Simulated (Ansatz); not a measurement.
Reactions of BGeH$_{8}$NSi (`N[B]([SiH3])[GeH3]`).

Computed with Ansatz on PBE0-D4/def2-TZVP structures; ΔE is electronic, products minus reactants. CBS: MP2 limit from def2 TZ/QZ plus the TZ coupled-cluster correction, frozen cores. This one scheme is used for every species, atoms too. DFT in def2-TZVPP. Open shells (•) are unrestricted, without spin–orbit coupling. Spin–orbit coupling would lower the free atoms: a little for B, Si; clearly for Ge. def2 core potentials past Kr. Bonds to Ge, Sb are less sure, by a few kJ/mol each and by 10 to 20 or more in all where they break to atoms, as the def2 sets lack core-valence functions. Scalar relativity is left out up to krypton. One conformer a species, not always the lowest.

```json
{"reaction": "`N[B]([SiH3])[GeH3]` + CH₃OH → `COB(N)[SiH3]` + GeH₄", "CCSD(T)/CBS(def2) (kJ/mol)": "-109"}
{"reaction": "`N[B]([SiH3])[GeH3]` → B• + Ge• + 8 H• + N• + Si•", "CCSD(T)/CBS(def2) (kJ/mol)": "3734"}
{"reaction": "`N[B]([SiH3])[GeH3]` → `N[BH][GeH3]` + `[SiH2]`", "CCSD(T)/CBS(def2) (kJ/mol)": "224"}
{"reaction": "`N[B]([SiH3])[GeH3]` + BH₃ → `BB(N)[SiH3]` + GeH₄", "CCSD(T)/CBS(def2) (kJ/mol)": "14"}
{"reaction": "`N[B]([SiH3])[GeH3]` + `[SbH3]` → `N[B]([SiH3])[SbH2]` + GeH₄", "CCSD(T)/CBS(def2) (kJ/mol)": "?"}
{"reaction": "`N[B]([SiH3])[GeH3]` + `CF` → `N[B]([GeH3])CF` + SiH₄", "CCSD(T)/CBS(def2) (kJ/mol)": "?"}
```

Problem. Fill in the missing values. (Best estimate.)

Solution. Ansatz gave: `N[B]([SiH3])[GeH3]` + `[SbH3]` → `N[B]([SiH3])[SbH2]` + GeH₄: -14.1 kJ/mol; `N[B]([SiH3])[GeH3]` + `CF` → `N[B]([GeH3])CF` + SiH₄: -6.3 kJ/mol.

Largest T1 diagnostic: 0.014, for `N[B]([SiH3])[SbH2]`.
